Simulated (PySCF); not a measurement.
**Electron correlation in Cu (copper, neutral)**

[Ar] 3d10 4s1, 2S determinant. Calculation: PySCF 2.14, in jorge-DZP-DKH; the spin-free X2C one-electron Hamiltonian (Gaussian nucleus). Frozen: [Ar]; 11 electrons correlated.

MP2 pair energies summed by pair of shells (mhartree):

```csv
pair,energy,share (%)
3d-3d,-291.31,95.9
3d-4s,-12.55,4.1
```

Total MP2 correlation energy: -303.87 mhartree.

Same-spin part -114.31 and opposite-spin part -189.56 mhartree; SCS-MP2 scales them by 1/3 and 6/5 to -265.57 mhartree.

```tsv
level	correlation energy (mhartree)
CCSD	-271.95
(T)	-12.82
CCSD(T)	-284.77
```

Diagnostics: T1 = 0.014, D1 = 0.0479, largest double amplitude 0.035.

Task: Is a single reference adequate?

Result: Yes: T1 lies below 0.03 and no double amplitude reaches 0.07.
